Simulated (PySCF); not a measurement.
A geometry optimisation, step by step.

Species: C4H7BrO.
Numbering: `[CH3:1][C@H:2]([Br:3])[CH2:4][CH:5]=[O:6]` (hydrogens: H7, H8, H9 on C1; H10 on C2; H11, H12 on C4; H13 on C5)

Method: PBE0-D3(BJ)/def2-SVP geometry optimisation, gas phase (PySCF); density fitting, grid level 1; the optimiser is geomeTRIC in internal coordinates, started from a GFN2-xTB structure with every atom displaced at random (about 0.01 Å). The frame can shift and turn from step to step; on so coarse a grid that alone can change the energy by a few meV, and forces under 0.02 eV/Å are noise.

Step 0: E = -76327.2027 eV, largest atomic force 1.844 eV/Å
```
atom  x, y, z in Å  |  force x, y, z in eV/Å
C1      1.497    0.427    0.094   -1.252   1.068   0.196
C2      0.406   -0.550    0.492    0.969  -0.007   0.169
Br3     1.144   -2.376    0.415   -0.024  -0.037   0.096
C4     -0.786   -0.497   -0.403   -1.511   0.174   1.044
C5     -1.638    0.742   -0.213    0.148   0.559   0.323
O6     -1.413    1.626    0.583   -0.134  -0.611  -0.473
H7      1.806    0.283   -0.937    0.143  -0.133  -0.437
H8      2.361    0.379    0.735    0.597  -0.191   0.474
H9      1.070    1.465    0.196    0.307  -0.680  -0.111
H10     0.119   -0.402    1.547   -0.002  -0.055  -0.185
H11    -0.544   -0.568   -1.445    0.369  -0.168  -1.066
H12    -1.473   -1.348   -0.190    0.198   0.183  -0.147
H13    -2.544    0.802   -0.883    0.191  -0.100   0.119
```

Step 1: E = -76327.2556 eV, largest atomic force 0.281 eV/Å
```
atom  x, y, z in Å  |  force x, y, z in eV/Å
C1      1.510    0.373    0.029    0.201   0.100   0.041
C2      0.407   -0.529    0.523   -0.055  -0.053  -0.062
Br3     1.040   -2.395    0.566   -0.001   0.048   0.033
C4     -0.872   -0.492   -0.295    0.159   0.025  -0.192
C5     -1.600    0.822   -0.256   -0.042  -0.003  -0.182
O6     -1.169    1.844    0.205   -0.084   0.077   0.128
H7      1.794    0.139   -1.008   -0.002  -0.056   0.007
H8      2.406    0.287    0.665   -0.064  -0.055  -0.083
H9      1.168    1.417    0.071   -0.068  -0.002   0.001
H10     0.170   -0.299    1.571    0.020  -0.033   0.027
H11    -0.669   -0.699   -1.372   -0.034  -0.049   0.274
H12    -1.567   -1.280    0.035   -0.055  -0.022  -0.045
H13    -2.612    0.792   -0.743    0.025   0.023   0.052
```

Step 2: E = -76327.2597 eV, largest atomic force 0.323 eV/Å
```
atom  x, y, z in Å  |  force x, y, z in eV/Å
C1      1.528    0.365    0.024    0.000   0.047  -0.004
C2      0.412   -0.521    0.524   -0.057  -0.038   0.012
Br3     1.032   -2.388    0.582    0.003  -0.020   0.015
C4     -0.863   -0.477   -0.301    0.208   0.174  -0.022
C5     -1.613    0.829   -0.257   -0.323  -0.003   0.011
O6     -1.260    1.859    0.253    0.230  -0.149   0.049
H7      1.804    0.111   -1.011   -0.004  -0.009   0.003
H8      2.422    0.266    0.655   -0.010  -0.007  -0.014
H9      1.192    1.412    0.057   -0.026   0.021  -0.006
H10     0.177   -0.290    1.573    0.015   0.013  -0.003
H11    -0.645   -0.688   -1.366   -0.027  -0.028   0.038
H12    -1.563   -1.270    0.012   -0.029   0.022   0.006
H13    -2.618    0.773   -0.753    0.020  -0.021  -0.086
```

Step 3: E = -76327.2605 eV, largest atomic force 0.538 eV/Å
```
atom  x, y, z in Å  |  force x, y, z in eV/Å
C1      1.526    0.368    0.018   -0.123  -0.004  -0.044
C2      0.409   -0.514    0.528   -0.055   0.043   0.077
Br3     1.031   -2.377    0.614   -0.010  -0.037  -0.014
C4     -0.857   -0.473   -0.309   -0.163  -0.036  -0.102
C5     -1.624    0.825   -0.265    0.307  -0.165   0.410
O6     -1.244    1.807    0.317   -0.156   0.145  -0.099
H7      1.798    0.092   -1.013    0.002   0.027  -0.006
H8      2.420    0.271    0.645    0.050   0.026   0.047
H9      1.182    1.414    0.036    0.042  -0.017  -0.004
H10     0.171   -0.275    1.575    0.003   0.047  -0.035
H11    -0.623   -0.690   -1.362    0.006  -0.054  -0.185
H12    -1.564   -1.267   -0.012    0.031  -0.021   0.044
H13    -2.620    0.799   -0.778    0.066   0.046  -0.089
```

Step 4: E = -76327.2696 eV, largest atomic force 0.101 eV/Å
```
atom  x, y, z in Å  |  force x, y, z in eV/Å
C1      1.516    0.370    0.018   -0.024  -0.013  -0.015
C2      0.406   -0.521    0.529    0.012  -0.014   0.023
Br3     1.034   -2.384    0.610   -0.002   0.009  -0.002
C4     -0.859   -0.482   -0.306   -0.040  -0.012   0.021
C5     -1.609    0.822   -0.249    0.084   0.018  -0.053
O6     -1.231    1.818    0.309   -0.056  -0.014   0.038
H7      1.790    0.102   -1.014    0.003   0.007  -0.002
H8      2.412    0.283    0.646    0.016   0.012   0.014
H9      1.166    1.414    0.037    0.019  -0.013   0.005
H10     0.168   -0.279    1.574   -0.003   0.018  -0.011
H11    -0.632   -0.696   -1.366   -0.020   0.001  -0.046
H12    -1.566   -1.274   -0.005    0.015  -0.008   0.030
H13    -2.591    0.806   -0.790   -0.005   0.009  -0.001
```

Step 5: E = -76327.2713 eV, largest atomic force 0.031 eV/Å
```
atom  x, y, z in Å  |  force x, y, z in eV/Å
C1      1.517    0.368    0.016   -0.008  -0.024  -0.007
C2      0.406   -0.519    0.529    0.023  -0.014  -0.003
Br3     1.031   -2.383    0.618   -0.001   0.007   0.001
C4     -0.858   -0.481   -0.309    0.012   0.001  -0.009
C5     -1.608    0.822   -0.250   -0.023   0.003  -0.007
O6     -1.246    1.811    0.330   -0.004  -0.017   0.026
H7      1.794    0.096   -1.014    0.001   0.003   0.001
H8      2.413    0.284    0.647    0.000   0.006   0.004
H9      1.171    1.412    0.031    0.006   0.008   0.005
H10     0.166   -0.271    1.572   -0.006   0.012  -0.004
H11    -0.633   -0.695   -1.371   -0.015  -0.001  -0.003
H12    -1.565   -1.274   -0.007    0.006   0.005   0.021
H13    -2.585    0.809   -0.800    0.008   0.009  -0.025
```

Step 6: E = -76327.2739 eV, largest atomic force 0.085 eV/Å
```
atom  x, y, z in Å  |  force x, y, z in eV/Å
C1      1.522    0.364    0.010    0.001  -0.026   0.005
C2      0.405   -0.514    0.528    0.026  -0.003  -0.028
Br3     1.025   -2.376    0.642    0.001  -0.004   0.002
C4     -0.855   -0.480   -0.316    0.042   0.001  -0.031
C5     -1.612    0.818   -0.246   -0.083   0.001   0.020
O6     -1.289    1.781    0.398    0.033  -0.017   0.008
H7      1.804    0.080   -1.015   -0.002   0.002   0.004
H8      2.415    0.287    0.647   -0.016   0.000  -0.003
H9      1.181    1.410    0.013   -0.008   0.026   0.001
H10     0.160   -0.249    1.566   -0.007   0.003   0.006
H11    -0.630   -0.692   -1.379   -0.007   0.004   0.036
H12    -1.559   -1.275   -0.013    0.000   0.010   0.010
H13    -2.561    0.825   -0.844    0.020   0.001  -0.030
```

Step 7: E = -76327.2744 eV, largest atomic force 0.063 eV/Å
```
atom  x, y, z in Å  |  force x, y, z in eV/Å
C1      1.522    0.365    0.006    0.004  -0.008   0.011
C2      0.405   -0.510    0.529    0.013   0.004  -0.019
Br3     1.026   -2.370    0.663    0.002  -0.001   0.000
C4     -0.851   -0.481   -0.322    0.024  -0.010  -0.016
C5     -1.616    0.812   -0.242   -0.061   0.003   0.017
O6     -1.328    1.746    0.457    0.033  -0.007  -0.010
H7      1.809    0.072   -1.015   -0.002   0.004   0.003
H8      2.412    0.296    0.647   -0.010   0.001  -0.002
H9      1.182    1.411   -0.003   -0.007   0.011  -0.001
H10     0.154   -0.232    1.561   -0.004  -0.008   0.006
H11    -0.624   -0.691   -1.384    0.001   0.004   0.024
H12    -1.553   -1.279   -0.020   -0.002   0.009   0.003
H13    -2.533    0.841   -0.886    0.010   0.000  -0.015
```

Step 8: E = -76327.2748 eV, largest atomic force under 0.02 eV/Å
```
atom  x, y, z in Å  |  force x, y, z in eV/Å
C1      1.520    0.367    0.009    0.002   0.002   0.005
C2      0.405   -0.512    0.529    0.004   0.004  -0.008
Br3     1.030   -2.371    0.658    0.001   0.001  -0.001
C4     -0.852   -0.483   -0.321    0.007  -0.005  -0.006
C5     -1.615    0.811   -0.244   -0.014   0.002   0.000
O6     -1.316    1.752    0.441    0.005  -0.002   0.001
H7      1.807    0.078   -1.014    0.000   0.001   0.001
H8      2.410    0.298    0.649   -0.004   0.000   0.000
H9      1.176    1.413    0.003   -0.003   0.003   0.001
H10     0.155   -0.238    1.563   -0.001  -0.006   0.003
H11    -0.625   -0.694   -1.382    0.001  -0.002   0.009
H12    -1.554   -1.280   -0.017   -0.001   0.004   0.002
H13    -2.536    0.838   -0.883    0.004  -0.002  -0.005
```

Problem. Summarise the path.

Solution. The energy falls by 1.66 kcal/mol from step 0 to step 8; nine tenths of that is first reached at step 4. It falls at every step. The largest force goes from 1.844 to under 0.02 eV/Å. Among the bonds C4–H11 changes most, from 1.073 to 1.105 Å; the atoms move by 0.021 Å rms after alignment.

What follows is the cost of the whole optimisation. Hardware: Intel Xeon Platinum 8259CL at 2.50 GHz, one thread, shared host. Cost: 2.0 min wall, 0.56 GiB resident at most.
